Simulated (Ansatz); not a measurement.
`B[SeH]` + `O[SiH2]F` → `BO[SiH2]F` + H₂Se at 400 K and 1 bar (ligand exchange at a B–Se bond).

Computed with Ansatz on PBE0-D4/def2-TZVP structures; ΔE is electronic, products minus reactants. CBS: MP2 limit from def2 TZ/QZ plus the TZ coupled-cluster correction, frozen cores. For Se outer-core shells are correlated without core-valence functions, which leaves a few kJ/mol of doubt a bond. Scalar relativity is left out up to krypton. Each species was taken in one conformer, which may not be the lowest.

| species | CCSD(T)/CBS energy (Eh) | H − E (kJ/mol) | S (J/(mol·K)) |
| --- | --- | --- | --- |
| `B[SeH]` | -2427.30556 | 92.7 | 274.3 |
| `O[SiH2]F` | -465.96250 | 110.6 | 296.9 |
| `BO[SiH2]F` | -491.38453 | 148.0 | 340.9 |
| H₂Se | -2401.89790 | 49.4 | 229.5 |

H − E and S are ideal-gas, rigid-rotor, harmonic terms from PBE0-D4/def2-TZVP, for one conformer and one mirror image of each species. 1 Eh = 2625.50 kJ/mol, R = 8.31446 J/(mol·K).

Q: By hand: ΔE, ΔH, ΔS and ΔG.

A: ΔE = (-491.38453) + (-2401.89790) − (-2427.30556) − (-465.96250) = -0.01437 Eh = -37.7 kJ/mol. Δ(H − E) = 148.0 + 49.4 − 92.7 − 110.6 = -5.9, so ΔH = -43.6 kJ/mol. ΔS = 340.9 + 229.5 − 274.3 − 296.9 = -0.8 J/(mol·K). ΔG = -43.6 − 400 × (-0.8)/1000 = -43.3 kJ/mol.

Q: By hand: the equilibrium constant, and the temperature at which ΔG would vanish if ΔH and ΔS stayed fixed.

A: log₁₀ K = −ΔG/(RT ln 10) = 5.7. ΔG = 0 at ΔH/ΔS = 54500 K, far beyond where these terms or the molecules hold.

The number of gas molecules stays the same, so ΔS is small and ΔH decides. A doubt of 5 kJ/mol in ΔE shifts log₁₀ K by 0.7 here. Other conformers and mirror images would add mixing entropy, several J/(mol·K) or more a flexible species. Modes under 60 cm⁻¹, often nearly free rotors, make the harmonic entropy too high. These are equilibria of isolated gas molecules and say nothing of rates. Largest T1 diagnostic: 0.013 (customary marks: 0.02 for closed shells, 0.045 for open ones).
